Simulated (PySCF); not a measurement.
All values below come from PySCF with M06-2X/def2-TZVP // B3LYP-D3(BJ)/def2-TZVP. Isolated molecules, 0 K electronic values unless said otherwise. One relaxed conformer stands for a flexible species; it need not be the lowest. Excitations are Tamm–Dancoff values on a coarser integration grid. The basis has no diffuse functions, so Rydberg states are missing or too high.

Reference species (SMILES): `BC(B)O` (neutral, multiplicity 1).

The LUMO comes out as -0.91 eV and the S1 excitation (TDA) comes out as 5.43 eV. The T1 excitation (TDA) is 5.02 eV.

After one change: the LUMO increases by 0.20 eV; the S1 excitation (TDA) falls by 1.06 eV; the T1 excitation (TDA) falls by 1.28 eV.

Question: Name the change that produced these shifts. The new species is one of these.
A) `BCOB`
B) `BB(C)O`
C) `BCBO`
D) `BBCO`

Answer: B, `BB(C)O`
